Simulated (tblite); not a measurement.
Species: cyclobutanecarbonyl chloride, C5H7ClO.
Geometry (GFN2-xTB, Å), atoms numbered from 1 in this order:
```xyz
14
C5H7ClO angstrom
O      1.7379    1.5960   -1.2319
C      1.7091    0.6331   -0.5442
Cl     3.1300   -0.4372   -0.4666
C      0.5962    0.0996    0.2808
C     -0.7098    0.9116    0.2560
C     -1.4779   -0.3438   -0.1841
C     -0.1495   -1.0895   -0.3767
H      0.9605   -0.1403    1.2792
H     -1.0051    1.3401    1.2100
H     -0.6883    1.6962   -0.4968
H     -2.0939   -0.7690    0.6047
H     -2.0808   -0.2306   -1.0811
H     -0.0490   -2.0377    0.1444
H      0.1200   -1.2291   -1.4208
```

Computed values, GFN2-xTB/tblite, gas phase, harmonic and unscaled. Errors from tens to a few hundred cm⁻¹ against measured bands are possible. One conformer, not necessarily the lowest.

Harmonic wavenumbers (cm⁻¹): 29.4, 58.9, 158.5, 245.5, 332.9, 438.0, 601.6, 665.1, 720.8, 802.3, 818.0, 904.9, 989.3, 1027.9, 1041.7, 1072.8, 1087.6, 1112.4, 1177.9, 1184.8, 1196.3, 1243.1, 1246.1, 1257.6, 1291.6, 1464.3, 1466.1, 1487.6, 1837.1, 2985.7, 3013.2, 3023.6, 3029.1, 3032.3, 3033.6, 3037.1.

A = 4493, B = 1426, C = 1193 MHz; mass 118.019 u (most abundant isotopes); point group C1, symmetry number 1.

Task: Zero-point energy?

Result: ½Σν̃ = 24057 cm⁻¹ = 68.78 kcal/mol.

Task: What is S at 298.15 K and 1 bar for an ideal gas of classical rigid rotors and harmonic oscillators?

Result: Translation 40.24, rotation 28.13, vibration 19.15: S = 87.5 cal/(mol K).

Task: And Cp and H(298.15 K) − H(0)?

Result: Cp = 26.57 cal/(mol K), of which vibrations give 18.62 (their classical limit is 36 R = 71.5); H(298.15 K) − H(0) = 5.11 kcal/mol without the zero-point energy, 2.74 from vibrations.

Task: Blend soft modes into free rotors: weight 1/[1 + (100 cm⁻¹/ν̃)⁴] for the oscillator and the rest for a rotor with moment μB/(μ + B), μ = h/(8π²ν), B = 10⁻⁴⁴ kg m². What vibrational entropy results?

Result: 16.35 cal/(mol K) in place of 19.15, which changes −T·S at 298.15 K by +0.83 kcal/mol.

Task: How do the functions run with temperature in this model?

Result: 
| T (K) | S (cal/(mol K)) | Cp (cal/(mol K)) | H − H(0) (kcal/mol) | G − H(0) (kcal/mol) | ln q(vib) |
| --- | --- | --- | --- | --- | --- |
| 50 | 57.8 | 11.9 | 0.50 | -2.39 | 0.77 |
| 100 | 66.9 | 14.4 | 1.16 | -5.53 | 1.77 |
| 373.15 | 94.1 | 32.3 | 7.32 | -27.79 | 6.18 |
| 500 | 104.8 | 40.8 | 11.97 | -40.41 | 8.20 |
| 750 | 123.7 | 52.6 | 23.76 | -69.03 | 12.22 |
| 1000 | 139.9 | 60.0 | 37.90 | -102.05 | 16.11 |

q(vib) and H(0) count from the zero-point level.

Hindered rotation and anharmonicity are outside this model. Other conformers, if any are populated, would add a mixing term that is left out. The structure is chiral; the term R ln 2 for an equal mix with its mirror image is left out.

Hardware: one thread, Arm Neoverse V1 (shared host). This covers the Hessian and the dipole derivatives.
